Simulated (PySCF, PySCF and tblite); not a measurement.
A run on one conformer of C6H7NO, numbered as in [CH3:1][O:2][c:3]1[cH:4][cH:5][cH:6][cH:7][n:8]1, from an ensemble study. The sound level was KT2/pcSseg-1 (IEF-PCM, chloroform) on GFN2-xTB geometries.

Input:

```
{"job": {"xc": "KT2", "basis": "pcSseg-1", "solvent": "dichloromethane", "scf": {"max_cycle": 2}, "kind": "nmr", "pop": false}, "charge": 0, "multiplicity": 1}
C      2.555189    -0.685365    -0.206687
O      1.756947     0.481940    -0.244980
C      0.435549     0.301332    -0.081765
C     -0.389115     1.434179    -0.112177
C     -1.743419     1.251811     0.055154
C     -2.237386    -0.035783     0.246877
C     -1.336331    -1.080893     0.259182
N     -0.029216    -0.924083     0.098989
H      3.580099    -0.351902    -0.354386
H      2.261977    -1.379119    -0.997463
H      2.453205    -1.190644     0.756089
H      0.051600     2.405628    -0.263629
H     -2.413718     2.098923     0.037422
H     -3.292049    -0.213912     0.382214
H     -1.657747    -2.104121     0.403248
```

Command: OMP_NUM_THREADS=1 python ens_run.py task.json out

Output:

```
final grid: 127056 points
cycle   1  E = -368.8222288414  dE =  1.251e+00  |g| = 6.917e-01  |ddm| = 3.690e+00
cycle   2  E = -368.6615915694  dE =  1.606e-01  |g| = 1.143e+00  |ddm| = 1.415e+00
SCF not converged, last energy = -368.6615915694
```

Task: What is wrong with this calculation?

Result: The setting at fault: too few SCF cycles. (The solvent model also differs from the sound level's.) The calculation stopped without meeting its thresholds.
